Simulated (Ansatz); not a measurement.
Consider the formal exchange of groups at the Si–Si bond: `[SiH3][SiH2][SiH2][SiH3]` + `[SnH4]` → `[SiH3][SiH2][SnH3]` + disilane.

Isolated molecules relaxed with PBE0-D4/def2-TZVP in Ansatz; ΔE leaves out vibrations. CCSD(T)/CBS is the MP2 limit (def2-TZVPP, def2-QZVPP) plus CCSD(T) − MP2 in def2-TZVPP, frozen cores. Functionals use def2-TZVPP. Elements past krypton have def2 core potentials. For Sn outer-core shells are correlated without core-valence functions, which leaves a few kJ/mol of doubt a bond. Each species was taken in one conformer, which may not be the lowest.

```tsv
level	ΔE (eV)
BHLYP-D4	-0.22
ωB97M-V	-0.22
PBE-QIDH	-0.21
RPA@PBE/def2-TZVPP	-0.20
```

Task: What does CCSD(T)/CBS give? (Estimate.)

Result: Ansatz gave: -0.26 eV. The listed levels differ from it by 0.04, 0.04, 0.05, 0.06 eV.

Task: What do rigid-rotor, harmonic-oscillator terms from PBE0-D4/def2-TZVP frequencies (298.15 K, 1 bar) make of the CCSD(T)/CBS value? (Best estimate.)

Result: Ansatz gave: ΔZPE = +0.03 eV, ΔH = -0.24 eV, ΔS = 17 J/(mol·K), ΔG = -0.29 eV. Modes under 50 cm⁻¹ make the entropy rough.

Largest T1 diagnostic among the species: 0.014.

The D4 term adds +0.06 eV with B3LYP and +0.04 eV with PBE0; it sums over pairs of atoms, weighted by their polarisabilities, and B3LYP, whose exchange is more repulsive, gets the larger term. Leaving LDA and LC-ωPBE aside and taking each functional with its dispersion term where it has one, the values, not all of them listed here, spread over 0.17 eV, from B2PLYP to B97M-V. LDA lies +0.05 eV from PBE without D4.

B3LYP here is the variant with VWN-RPA as its local correlation; programs differ in this.
